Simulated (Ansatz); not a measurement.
`C[SiH2]Br` + H₂O → `C[SiH2]O` + HBr at 700 K and 1 bar (formal hydrolysis of the Si–Br bond).

Gas-phase electronic energies from Ansatz, PBE0-D4/def2-TZVP geometries. CCSD(T)/CBS is the MP2 limit (def2-TZVPP, def2-QZVPP) plus CCSD(T) − MP2 in def2-TZVPP, frozen cores. This one scheme is used for every species. For Br outer-core shells are correlated without core-valence functions, which leaves a few kJ/mol of doubt a bond. Scalar relativity is left out up to krypton. Each species was taken in one conformer, which may not be the lowest.

| species | CCSD(T)/CBS energy (Eh) | H − E (kJ/mol) | S (J/(mol·K)) |
| --- | --- | --- | --- |
| `C[SiH2]Br` | -2903.51417 | 201.6 | 395.7 |
| H₂O | -76.37941 | 80.5 | 218.4 |
| `C[SiH2]O` | -405.96945 | 239.4 | 390.4 |
| HBr | -2573.91920 | 36.5 | 223.7 |

H − E and S are ideal-gas, rigid-rotor, harmonic terms from PBE0-D4/def2-TZVP, for one conformer and one mirror image of each species. 1 Eh = 2625.50 kJ/mol, R = 8.31446 J/(mol·K).

Problem. By hand: ΔE, ΔH, ΔS and ΔG.

Solution. ΔE = (-405.96945) + (-2573.91920) − (-2903.51417) − (-76.37941) = 0.00493 Eh = 12.9 kJ/mol. Δ(H − E) = 239.4 + 36.5 − 201.6 − 80.5 = -6.2, so ΔH = 6.7 kJ/mol. ΔS = 390.4 + 223.7 − 395.7 − 218.4 = 0.0 J/(mol·K). ΔG = 6.7 − 700 × (0.0)/1000 = 6.7 kJ/mol.

Problem. By hand: the equilibrium constant, and the temperature at which ΔG would vanish if ΔH and ΔS stayed fixed.

Solution. log₁₀ K = −ΔG/(RT ln 10) = -0.5. With ΔH or ΔS at zero there is no such temperature.

The number of gas molecules stays the same, so ΔS is small and ΔH decides. A doubt of 5 kJ/mol in ΔE shifts log₁₀ K by 0.4 here. Other conformers and mirror images would add mixing entropy, several J/(mol·K) or more a flexible species. These are equilibria of isolated gas molecules and say nothing of rates. Largest T1 diagnostic: 0.010 (customary marks: 0.02 for closed shells, 0.045 for open ones).

ΔS is within the doubt of such terms, so its sign, and with it that verdict, could turn.
